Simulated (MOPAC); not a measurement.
Job for MOPAC: PM3 on ZnAs, 2S+1 = 4, a spin state set in the input, which need not be the lowest, a point of a bond scan (R = 2.503 Å).

```
PM3 1SCF PRECISE CHARGE=0 UHF MS=1.5 THREADS=1
AsZn

Zn     0.00000000 1     0.00000000 1     0.00000000 1
As     0.00000000 1     0.00000000 1     2.50251400 1
```

The log:

```
*******************************************************************************
 **                                                                           **
 **                              MOPAC v23.2.5                                **
 **                                                                           **
 *******************************************************************************
 ** MOPAC's Digital Object Identifier: https://doi.org/10.5281/zenodo.6511958 **
 **                                                                           **
 ** Please cite the open-source release paper for use of this MOPAC version:  **
 ** J. E. Moussa and J. J. P. Stewart (2026)                                  **
 ** MOPAC: An open-source semiempirical molecular orbital program             **
 ** J. Open Source Softw., 11(119), 8025, https://doi.org/10.21105/joss.08025 **
 *******************************************************************************

                              PM3 CALCULATION RESULTS

 *******************************************************************************
 *  PM3        - The PM3 Hamiltonian to be used
 *  UHF        - UNRESTRICTED HARTREE-FOCK CALCULATION
 *
 *
 *
 *                 CHARGE ON SYSTEM = 0
 *
 *
 *
 *  MS=        - IN MECI, MAGNETIC COMPONENT OF SPIN =  1.5
 *  PRECISE    - TIGHTER CRITERIA TO BE USED
 *  1SCF       - DO 1 SCF AND THEN STOP
 *  THREADS=1  - MULTI-THREADING NOT USED
 *  T=         - A TIME OF 172800.0 SECONDS REQUESTED
 *  DUMP=N     - RESTART FILE WRITTEN EVERY 7200.0 SECONDS REQUESTED
 *******************************************************************************
PM3 1SCF PRECISE CHARGE=0 UHF MS=1.5 THREADS=1
 AsZn

   ATOM   CHEMICAL          X               Y               Z
  NUMBER   SYMBOL      (ANGSTROMS)     (ANGSTROMS)     (ANGSTROMS)

     1      Zn          0.00000000  *   0.00000000  *   0.00000000  *
     2      As          0.00000000  *   0.00000000  *   2.50251400  *



          CARTESIAN COORDINATES

    NO.       ATOM           X           Y           Z

     1        Zn          0.0000      0.0000      0.0000
     2        As          0.0000      0.0000      2.5025

 Zn: (PM3): J. J. P. STEWART, J. COMP. CHEM. 12, 320-341 (1991).
 As: (PM3): J. J. P. STEWART, J. COMP. CHEM. 12, 320-341 (1991).

           Empirical Formula: Zn As  =     2 atoms



      MOLECULAR POINT GROUP   :   C*v


          UHF CALCULATION, NO. OF ALPHA ELECTRONS =    5
                           NO. OF BETA  ELECTRONS =    2

 -------------------------------------------------------------------------------
 PM3 1SCF PRECISE CHARGE=0 UHF MS=1.5 THREADS=1
 AsZn



     1SCF WAS SPECIFIED, SO BFGS WAS NOT USED
     SCF FIELD WAS ACHIEVED


                              PM3 CALCULATION
                                                       MOPAC v23.2.5 Linux




          FINAL HEAT OF FORMATION =         74.65557 KCAL/MOL =     312.35892 KJ/MOL


          COSMO AREA              =         78.33 SQUARE ANGSTROMS
          COSMO VOLUME            =         60.43 CUBIC ANGSTROMS

          IONIZATION POTENTIAL    =          8.837130 EV
          ALPHA SOMO LUMO (EV)    =         -8.837  2.195
          BETA  SOMO LUMO (EV)    =         -9.146 -2.013
          NO. OF ALPHA ELECTRONS  =          5
          NO. OF BETA  ELECTRONS  =          2
          MOLECULAR WEIGHT        =        140.3016         POINT GROUP:  C*v

          MOLECULAR DIMENSIONS (Angstroms)

            Atom       Atom       Distance
           As     2   Zn     1     2.50251
           As     2   Zn     1     0.00000
           Zn     1   As     2     0.00000


          SCF CALCULATIONS        =          1





   ATOM   CHEMICAL          X               Y               Z
  NUMBER   SYMBOL      (ANGSTROMS)     (ANGSTROMS)     (ANGSTROMS)

     1      Zn          0.00000000  *   0.00000000  *   0.00000000  *
     2      As          0.00000000  *   0.00000000  *   2.50251400  *

                             CARTESIAN COORDINATES

   1   Zn        0.000000000     0.000000000     0.000000000
   2   As        0.000000000     0.000000000     2.502514000


           Empirical Formula: Zn As  =     2 atoms



      MOLECULAR POINT GROUP   :   C*v


          ALPHA EIGENVALUES
 -19.37028 -11.30994  -9.03886  -9.03886  -8.83713   2.19541   2.19541   3.32090


           BETA EIGENVALUES
 -15.11759  -9.14583  -2.01323  -1.05512  -1.05512   2.76143   2.76143   4.02039


              NET ATOMIC CHARGES AND DIPOLE CONTRIBUTIONS

  ATOM NO.   TYPE          CHARGE      No. of ELECS.   s-Pop       p-Pop
    1         Zn           0.181469        1.8185     1.48474     0.33379
    2         As          -0.181469        5.1815     1.95266     3.22881
 DIPOLE           X         Y         Z       TOTAL
 POINT-CHG.     0.000     0.000    -2.181     2.181
 HYBRID         0.000     0.000    -1.345     1.345
 SUM            0.000     0.000    -3.527     3.527


          ATOMIC ORBITAL ELECTRON POPULATIONS

     Atom    s        px        py        pz
    1 Zn   1.48474   0.03516   0.03516   0.26348
    2 As   1.95266   0.96484   0.96484   1.29913


                    (SZ)    =    1.500000
                    (S**2)  =    3.762668


          ATOMIC ORBITAL SPIN POPULATIONS

    Atom   Total    s     px     py     pz
         Atomic
    1 Zn  0.6107  0.495  0.035  0.035  0.046
    2 As  2.3893  0.008  0.965  0.965  0.452

 **********************
 *                    *
 * JOB ENDED NORMALLY *
 *                    *
 **********************




 == MOPAC DONE ==
```

The run finished.

Cost: roughly 0.03 core-seconds.
